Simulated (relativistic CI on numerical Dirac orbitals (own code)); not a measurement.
A reference radial Dirac CI calculation of Fe19+ gave the lowest total energy -998.01371 Ha in 9 SCF steps, from this input:

```
atom Fe  Z=26  charge=19  electrons=7
nucleus A=56  rms_radius_fm=3.7377
hamiltonian dirac-coulomb  breit=on  qed=on  c_scale=1
orbitals kli  potential=per-configuration
slater_scale 1
correlation none
mixing on
grid step=0.0125 r_max=5.5
scf mixing=0.4 start=green max_iterations=150 tolerance=2e-08 node_fill=0.05
configurations
  [He] 2s2 2p3
end
```

One setting was then changed (and the iteration limit cut to 100), and the output read:

```
SCF 1: [He] 2s2 2p3
 iter      energy (Ha)   residual   last orbital (Ha)
    1      -993.745641   1.97e+00    -73.88298
    2      -997.160131   1.15e+00    -66.87113
    3      -999.962342   2.79e-02    -57.76165
    4      -999.918149   9.80e-03    -57.82148
    5      -999.932317   1.32e-04    -57.75224
    6      -999.932016   2.52e-05    -57.75343
    7      -999.932054   4.21e-07    -57.75325
    8      -999.932055   3.82e-08    -57.75325
    9      -999.932055   8.18e-10    -57.75325
error: orbital 1s not found
end: not converged
```

Q: Which setting was changed?
A. charge
B. SCF mixing
C. speed of light
D. end of the grid

A: D. The end of the grid at 0.44 bohr. This setting is bad on purpose; its numbers may not be properties of the ion.
